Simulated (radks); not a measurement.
Question: The barium ion Ba+, [Xe] 6s1. Method: non-relativistic Kohn-Sham, r2SCAN, spin-polarised, spherical densities, point nucleus; meta-GGA in the generalised Kohn-Sham scheme; computed with a radial shooting solver on a logarithmic mesh with Libxc functionals. Every spin shell is full or empty, so the densities are truly spherical. Functionals are evaluated on that one density, not self-consistently. Rank these exchange functionals by their error against the exact value of the orbitals, and give that value: LDA, revPBE, OPTX, WC, AM05, G96, APBE, SCAN, MS2.

Answer: Exact: -188.988 hartree. From best to worst, with 100 (|E| - |E exact|)/|E exact| (equal figures are ties): SCAN +0.13, APBE +0.27, revPBE -0.31, G96 +0.34, MS2 -0.62, WC -0.84, OPTX +1.32, AM05 -4.37, LDA -4.67.
